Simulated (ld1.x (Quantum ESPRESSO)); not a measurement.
# tantalum: excitation energies, all-electron against PAW

| Property | Result |
| --- | --- |
| Element | tantalum (Ta) |
| Generator | ld1.x (Quantum ESPRESSO) 7.5 |
| Type | PAW |
| Functional | revPBE |
| Relativity | scalar-relativistic |
| Frozen core | [Xe] 4f14 |
| Valence charge | 5 |
| Reference configuration | 5d3 6s2 6p0 |
| Partial waves | 6s (bound): rcut 2.15, rcutus 2.75 bohr; 6s channel at 0.3 Ry: rcut 2.15, rcutus 2.75 bohr; 6p (bound, empty): rcut 3.10, rcutus 3.95 bohr; 6p channel at 2.75 Ry: rcut 3.10, rcutus 3.95 bohr; 5d (bound): rcut 2.25, rcutus 3.05 bohr; 5d channel at 0.35 Ry: rcut 2.25, rcutus 3.05 bohr |
| Local potential | all-electron potential smoothed inside 2.95 bohr (lloc = -2) |
| Core correction | Bessel-smoothed model core inside 1.25 bohr |
| Augmentation charge | PSQ, inside the norm-conserving radii |

Energies are relative to the spin-unpolarised reference configuration 5d3 6s2 6p0; without spin polarisation the order of configurations can differ from experiment. Not all tests gave a result: test run stopped at test 5 of 7 (negative rho).

```
valence configuration  charge  ΔE all-electron (eV)  error AE − PS (meV)
          5d3 6s1 6p0      +1                 8.393                 -5.3
          5d2 6s0 6p0      +3                46.715                 -246
          5d3 6s0 6p2       0                 8.544                 -8.4
```

Task: What are ΔE and the potential's error for 5d3 6s0 6p0?

Result: ΔE = 23.224 eV all-electron; the error (AE − PS) is -24 meV.

Levels in the configuration 5d2 6s0 6p0:

```csv
level,all-electron (eV),pseudo (eV)
5d,-29.015,-29.456
```
